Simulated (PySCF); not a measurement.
Br$_{2}$Sn (SMILES [Br][Sn][Br]), singlet, at a GFN2-xTB geometry (such geometries of metal compounds can be far from the true shape) (core potentials on Sn); R2SCAN/def2-SVP run with PySCF.

The PySCF input:
```python
from pyscf import gto, scf, dft

mol = gto.Mole()
mol.atom = '''
    Sn   -0.02127691   -0.00100366    0.95007996
    Br    1.02717262    1.67331750   -0.65419857
    Br   -0.99677703   -1.67188370   -0.70305852
'''
mol.basis = 'def2-svp'
mol.ecp = {'Sn': 'def2-svp'}
mol.verbose = 4
mol.build()

mf = dft.RKS(mol)
mf.xc = 'r2scan'
mf.grids.becke_scheme = dft.gen_grid.stratmann
mf.kernel()
mf.analyze()
```

It wrote (shortened):

```
PySCF version 2.14.0

[INPUT] verbose = 4
[INPUT] num. atoms = 3
[INPUT] num. electrons = 92
[INPUT] charge = 0
[INPUT] spin (= nelec alpha-beta = 2S) = 0
[INPUT] symmetry False subgroup None
[INPUT] Mole.unit = angstrom
[INPUT] Symbol           X                Y                Z      unit          X                Y                Z       unit  Magmom
[INPUT]  1 Sn    -0.021276910000  -0.001003660000   0.950079960000 AA   -0.040207532677  -0.001896642522   1.795390920838 Bohr   0.0
[INPUT]  2 Br     1.027172620000   1.673317500000  -0.654198570000 AA    1.941074934452   3.162111794442  -1.236256128382 Bohr   0.0
[INPUT]  3 Br    -0.996777030000  -1.671883700000  -0.703058520000 AA   -1.883635593957  -3.159402305124  -1.328588052342 Bohr   0.0

nuclear repulsion = 486.012359271285
number of shells = 34
number of NR pGTOs = 209
number of NR cGTOs = 90
basis = def2-svp
ecp = {'Sn': 'def2-svp'}

******** <class 'pyscf.dft.rks.RKS'> ********
method = RKS
initial guess = minao
damping factor = 0
level_shift factor = 0
DIIS = <class 'pyscf.scf.diis.CDIIS'>
diis_start_cycle = 1
diis_space = 8
diis_damp = 0
SCF conv_tol = 1e-09
SCF conv_tol_grad = None
SCF max_cycles = 50
direct_scf = True
direct_scf_tol = 1e-13
XC library pyscf.dft.libxc version 7.1.2
    S. Lehtola, C. Steigemann, M. J. T. Oliveira, and M. A. L. Marques,  SoftwareX 7, 1–5 (2018)
XC functionals = r2scan
    J. W. Furness, A. D. Kaplan, J. Ning, J. P. Perdew, and J. Sun,  J. Phys. Chem. Lett. 11, 8208–8215 (2020)
    J. W. Furness, A. D. Kaplan, J. Ning, J. P. Perdew, and J. Sun,  J. Phys. Chem. Lett. 11, 9248–9248 (2020)
    J. W. Furness, A. D. Kaplan, J. Ning, J. P. Perdew, and J. Sun,  J. Phys. Chem. Lett. 11, 8208–8215 (2020)
    J. W. Furness, A. D. Kaplan, J. Ning, J. P. Perdew, and J. Sun,  J. Phys. Chem. Lett. 11, 9248–9248 (2020)
radial grids:
    Treutler-Ahlrichs [JCP 102, 346 (1995); DOI:10.1063/1.469408] (M4) radial grids

becke partition: Stratmann, Scuseria, Frisch. CPL, 257, 213 (1996); DOI:10.1016/0009-2614(96)00600-8
pruning grids: <function nwchem_prune>
grids dens level: 3
symmetrized grids: False
atomic radii adjust function: <function treutler_atomic_radii_adjust>
small_rho_cutoff = 0
Set gradient conv threshold to 3.16228e-05
Initial guess from minao.
tot grids = 62808
init E= -5337.53215786314
  HOMO = -0.616283489095661  LUMO = -0.606623165163347  gap/eV = 0.26287
cycle= 1 E= -5358.82719772387  delta_E= -21.3  |g|= 3.29  |ddm|= 7.68
  HOMO = 0.231148416137417  LUMO = 0.249848589629934  gap/eV = 0.50886
cycle= 2 E= -5317.13514664957  delta_E= 41.7  |g|= 12.8  |ddm|= 20.8
  HOMO = -0.0492874186675891  LUMO = 0.0937881039809677  gap/eV = 3.89328
cycle= 3 E= -5361.13592392498  delta_E=  -44  |g|= 1.67  |ddm|= 18.9
  HOMO = -0.208336733248217  LUMO = -0.116562730232772  gap/eV = 2.49730
cycle= 4 E= -5362.06436137891  delta_E= -0.928  |g|= 0.685  |ddm|= 3.39
  HOMO = -0.256207505661815  LUMO = -0.137966755992359  gap/eV = 3.21749
cycle= 5 E= -5362.16419697275  delta_E= -0.0998  |g|= 0.155  |ddm|= 0.944
  HOMO = -0.253794447204762  LUMO = -0.140883722221474  gap/eV = 3.07246
cycle= 6 E= -5362.16805185756  delta_E= -0.00385  |g|= 0.0329  |ddm|= 0.16
  HOMO = -0.254511745629222  LUMO = -0.141826773104683  gap/eV = 3.06631
cycle= 7 E= -5362.1682996748  delta_E= -0.000248  |g|= 0.00759  |ddm|= 0.0362
  HOMO = -0.253470100038485  LUMO = -0.140517721321146  gap/eV = 3.07359
cycle= 8 E= -5362.16831869765  delta_E= -1.9e-05  |g|= 0.00115  |ddm|= 0.0136
  HOMO = -0.253514077793903  LUMO = -0.140444184118834  gap/eV = 3.07679
cycle= 9 E= -5362.16831904403  delta_E= -3.46e-07  |g|= 0.000663  |ddm|= 0.00317
  HOMO = -0.253505681177943  LUMO = -0.140473631359981  gap/eV = 3.07576
cycle= 10 E= -5362.1683192438  delta_E= -2e-07  |g|= 5.42e-05  |ddm|= 0.00113
  HOMO = -0.253508030289923  LUMO = -0.140479005742471  gap/eV = 3.07568
cycle= 11 E= -5362.16831924486  delta_E= -1.06e-09  |g|= 3.07e-05  |ddm|= 0.000138
  HOMO = -0.253508656550487  LUMO = -0.140479635896405  gap/eV = 3.07568
cycle= 12 E= -5362.16831924517  delta_E= -3.07e-10  |g|= 9.4e-06  |ddm|= 5.95e-05
  HOMO = -0.253508820549239  LUMO = -0.140479572436391  gap/eV = 3.07568
Extra cycle  E= -5362.16831924509  delta_E= 8.37e-11  |g|= 1.66e-05  |ddm|= 4.09e-05
converged SCF energy = -5362.16831924509
**** SCF Summaries ****
Total Energy =                       -5362.168319245086423
Nuclear Repulsion Energy =             486.012359271285220
One-electron Energy =                -8512.161142825905699
Two-electron Energy =                 2663.980464309534000
Two-electron Coulomb Energy =         2864.829400435795833
DFT Exchange-Correlation Energy =     -200.848936126261748
HOMO-LUMO gap [eV] =                     3.075682501949063
**** MO energy ****
MO #1   energy= -482.150782179366  occ= 2
MO #2   energy= -482.150772888788  occ= 2
MO #3   energy= -62.2600682093679  occ= 2
MO #4   energy= -62.2600611689443  occ= 2
MO #5   energy= -56.0554170091563  occ= 2
MO #6   energy= -56.0554127763891  occ= 2
MO #7   energy= -56.0542552799482  occ= 2
MO #8   energy= -56.0542496657485  occ= 2
MO #9   energy= -56.0536574220803  occ= 2
MO #10  energy= -56.0536455063837  occ= 2
MO #11  energy= -8.61734382108047  occ= 2
MO #12  energy= -8.61734088093888  occ= 2
MO #13  energy= -6.42233969696729  occ= 2
MO #14  energy= -6.42233730283631  occ= 2
MO #15  energy= -6.41735054630818  occ= 2
MO #16  energy= -6.41734810999302  occ= 2
MO #17  energy= -6.41513364796543  occ= 2
MO #18  energy= -6.41513128909893  occ= 2
MO #19  energy= -5.09267208740334  occ= 2
MO #20  energy= -3.43549730910557  occ= 2
MO #21  energy= -3.43033983145427  occ= 2
MO #22  energy= -3.4279950667716   occ= 2
MO #23  energy= -2.52084998607456  occ= 2
MO #24  energy= -2.52084751206175  occ= 2
MO #25  energy= -2.51982947446861  occ= 2
MO #26  energy= -2.51982676123104  occ= 2
MO #27  energy= -2.51823694177953  occ= 2
MO #28  energy= -2.5182335364692   occ= 2
MO #29  energy= -2.51449936362454  occ= 2
MO #30  energy= -2.51449711193172  occ= 2
MO #31  energy= -2.51436444810899  occ= 2
MO #32  energy= -2.51436222812611  occ= 2
MO #33  energy= -1.0205004406035   occ= 2
MO #34  energy= -1.01841324603346  occ= 2
MO #35  energy= -1.0164110186874   occ= 2
MO #36  energy= -1.01572375581224  occ= 2
MO #37  energy= -1.01223536468677  occ= 2
MO #38  energy= -0.725919257110967 occ= 2
MO #39  energy= -0.71241847053756  occ= 2
MO #40  energy= -0.456527585652807 occ= 2
MO #41  energy= -0.327502601374662 occ= 2
MO #42  energy= -0.293982717834588 occ= 2
MO #43  energy= -0.289689400783637 occ= 2
MO #44  energy= -0.272078209217783 occ= 2
MO #45  energy= -0.261006344023959 occ= 2
MO #46  energy= -0.253508820549239 occ= 2
MO #47  energy= -0.140479572436391 occ= 0
MO #48  energy= -0.0545776217585062 occ= 0
MO #49  energy= -0.0505767093245485 occ= 0
MO #50  energy= 0.127639146056403  occ= 0
MO #51  energy= 0.189175929306597  occ= 0
MO #52  energy= 0.207586701727173  occ= 0
MO #53  energy= 0.224009868055348  occ= 0
MO #54  energy= 0.260998676034018  occ= 0
Dipole moment(X, Y, Z, Debye): -0.06676, -0.00287,  2.98954
```
